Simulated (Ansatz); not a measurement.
Relaxation of C3H11BO (16 atoms, charge 0, multiplicity 1), to a largest force component of 0.03 eV/Å in at most 50 steps.

All numbers below come from RKS PBE0-D4/6-31G* in Ansatz 0.2.0.

```xyz
16
Properties=species:S:1:pos:R:3:forces:R:3
B -0.073 0.302 0.223 -0.02 -0.25 0.35
C -0.140 0.147 1.804 0.00 0.15 -0.20
H -1.025 -0.383 2.179 0.01 0.00 0.00
H 0.769 -0.290 2.239 -0.01 0.01 0.01
H -0.191 1.162 2.231 -0.02 -0.02 -0.03
H 0.983 0.621 -0.256 0.01 -0.02 -0.05
C -1.358 0.339 -0.678 0.03 0.01 -0.03
H -2.244 -0.139 -0.246 0.01 0.00 0.00
H -1.613 1.400 -0.840 0.01 -0.03 -0.01
H -1.173 -0.076 -1.676 -0.03 0.01 0.00
O 0.336 -2.265 0.221 -0.16 0.45 0.81
C -0.739 -3.075 -0.210 0.04 0.07 -0.11
H -0.601 -4.128 0.075 0.00 0.02 0.05
H -1.710 -2.726 0.166 0.01 0.01 -0.01
H -0.751 -3.013 -1.302 -0.05 -0.05 0.02
H 0.209 -2.054 1.173 0.15 -0.35 -0.81
```

**Question.** Where does it end, and by what steps?

**Answer.** It converged. The force dipped under the threshold on the way, but the program's further checks kept it going. After 19 steps the energy has fallen by 0.365 eV; H15 moved furthest, 1.33 Å. Joined: B1–O11 (2.60 → 1.74 Å).

| step | energy less start (eV) | largest force component (eV/Å) | accepted |
| --- | --- | --- | --- |
| 0 | 0.0000 | 0.809 | yes |
| 1 | -0.0748 | 1.047 | yes |
| 2 | -0.1748 | 1.788 | yes |
| 3 | -0.2548 | 1.571 | yes |
| 4 | -0.2887 | 0.299 | yes |
| 5 | -0.3148 | 0.193 | yes |
| 6 | -0.3345 | 0.176 | yes |
| 7 | -0.3327 | 0.592 | no |
| 8 | -0.3374 | 0.298 | yes |
| 9 | -0.3512 | 0.048 | yes |
| 10 | -0.3567 | 0.023 | yes |
| 11 | -0.3525 | 0.404 | no |
| 12 | -0.3596 | 0.087 | yes |
| 13 | -0.3608 | 0.112 | yes |
| 14 | -0.3622 | 0.064 | yes |
| 15 | -0.3633 | 0.041 | yes |
| 16 | -0.3639 | 0.126 | yes |
| 17 | -0.3644 | 0.044 | yes |
| 18 | -0.3647 | 0.013 | yes |
| 19 | -0.3648 | 0.023 | yes |

```xyz
16
Properties=species:S:1:pos:R:3
B -0.059 -0.153 0.192
C -0.437 -0.080 1.751
H -1.424 -0.496 2.001
H 0.301 -0.545 2.422
H -0.474 0.979 2.043
H 1.060 0.252 -0.067
C -1.188 0.266 -0.859
H -2.186 -0.145 -0.645
H -1.302 1.358 -0.827
H -0.932 0.013 -1.896
O 0.248 -1.828 -0.139
C -0.791 -2.771 0.145
H -0.455 -3.771 -0.143
H -1.072 -2.743 1.202
H -1.642 -2.476 -0.469
H 1.031 -2.038 0.391
```

Run time: 42 s on 2 threads of Intel(R) Xeon(R) 6975P-C (Granite Rapids), on a shared host, peak memory 0.23 GiB.
